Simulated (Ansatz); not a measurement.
This geometry of F2H2O2Si + H2S (10 atoms, charge 0, multiplicity 1) is a first-order saddle point.

These are results of Ansatz, RKS revPBE/def2-SVP, not measurements.

```xyz
10
Properties=species:S:1:pos:R:3
Si 0.284 0.151 0.092
O -0.066 0.079 1.896
H -0.921 -0.298 2.198
O 1.778 -0.286 -0.524
H 1.717 -1.196 -0.877
F -0.812 1.052 -0.732
F -0.491 -1.317 -0.099
S 1.209 2.206 0.981
H 2.405 1.669 1.352
H 0.308 1.183 2.031
```

Question: Which two structures does it join? (They come from a converged band through this point; their orientation in space is the band's.)

Answer: Bonds broken: Si1–O2, S8–H10. Bonds formed: Si1–S8, O2–H10. F2H2O2Si + H2S becomes F2H2OSSi + H2O.

First end point:

```xyz
10
Properties=species:S:1:pos:R:3
Si -0.205 -0.463 -0.012
O -0.421 -0.158 1.599
H -1.286 0.219 1.836
O 1.394 -0.220 -0.351
H 1.743 -0.744 -1.092
F -1.187 0.495 -0.890
F -0.619 -1.987 -0.412
S 2.131 2.610 2.119
H 2.525 1.917 1.016
H 1.336 1.573 2.504
```

Last end point:

```xyz
10
Properties=species:S:1:pos:R:3
Si 0.182 0.519 -0.601
O 0.831 -0.618 2.558
H -0.077 -0.874 2.811
O 1.057 -0.798 -0.162
H 1.073 -0.915 0.831
F 0.446 0.776 -2.184
F -1.427 0.321 -0.408
S 0.599 2.287 0.574
H 1.944 2.183 0.375
H 0.784 0.362 2.523
```

Question: How far does it lie above each of them?

Answer: 1.07 eV above the first and 0.98 eV above the second. This is the barrier of this one path; another mechanism may lie lower. The orbitals stay closed-shell, which can raise the energy where a bond breaks towards radicals; this wasn't checked here.

The run took 98 s on 4 threads of AMD EPYC 7R13 Processor (Zen 3) (shared host), peak memory 0.18 GiB.
